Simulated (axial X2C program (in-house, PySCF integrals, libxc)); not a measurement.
# Curves of YbCN⁺ from open-shell CI on f13 s1

Computed with an in-house all-electron X2C program for linear molecules (integrals from PySCF): two-component X2C with atomic mean-field Coulomb and Gaunt terms, basis Yb dyall-v4z, C dyall-v4z, N dyall-v4z (cores contracted in-house). Orbitals come from Hartree–Fock averaged over the configuration Yb f13 s1; CI then distributes these electrons over the f, s shells of Yb.

Scan along the Yb–C bond with CN moving as one mass, its bond held at 1.160 Å; masses Yb 173.939 u, C 12.000 u, N 14.003 u. Energies in cm⁻¹ from the lowest point; levels are followed by energy order within each Ω. Lowest level at 2.242 Å: 100% f13 s1.

| R (Å) | (1)Ω=0 | (1)Ω=1 | (1)Ω=2 | (2)Ω=0 | (2)Ω=1 |
| --- | --- | --- | --- | --- | --- |
| 2.085 | 1642 | 1762 | 2226 | 2606 | 2773 |
| 2.164 | 352 | 467 | 904 | 1289 | 1445 |
| 2.242 | 0 | 111 | 523 | 912 | 1057 |
| 2.332 | 458 | 565 | 949 | 1342 | 1476 |
| 2.421 | 1584 | 1686 | 2045 | 2442 | 2564 |
| 2.522 | 3433 | 3529 | 3861 | 4262 | 4373 |
| 2.646 | 6243 | 6332 | 6636 | 7040 | 7139 |

Task: Fit the curves (1)Ω=0, (1)Ω=1, (1)Ω=2, (2)Ω=0, (2)Ω=1 near their minima.

Result: From the open-shell CI curves, Te from the lowest:

```csv
level,Te (cm⁻¹),Re (Å),ωe (cm⁻¹)
(1)Ω=0,0,2.238,416.9
(1)Ω=1,111,2.239,416.6
(1)Ω=2,523,2.242,415.1
(2)Ω=0,913,2.241,415.2
(2)Ω=1,1058,2.242,414.6
```

Without dynamic correlation distances can be off by several hundredths of an Å (long for ionic bonds, short for multiple bonds) and the wavenumbers are rough.

The 5 lowest curves are shown; the next is (1)Ω=3, from 1119 cm⁻¹.

There is no dynamic correlation: spin–orbit spacings and, for f shells, spacings inside one term are the most reliable numbers, splittings between terms come out too wide, and energies between configurations are not reliable, so the lowest level need not be the ground state of the molecule. At most 4 roots were kept for each Ω > 0 (twice that for Ω = 0) within 2.2 eV of the lowest, so higher up levels can be missing between those listed; levels with Ω > 0 are doubly degenerate and listed once, Ω = 0 levels singly. The molecule was held linear; bending was not examined.
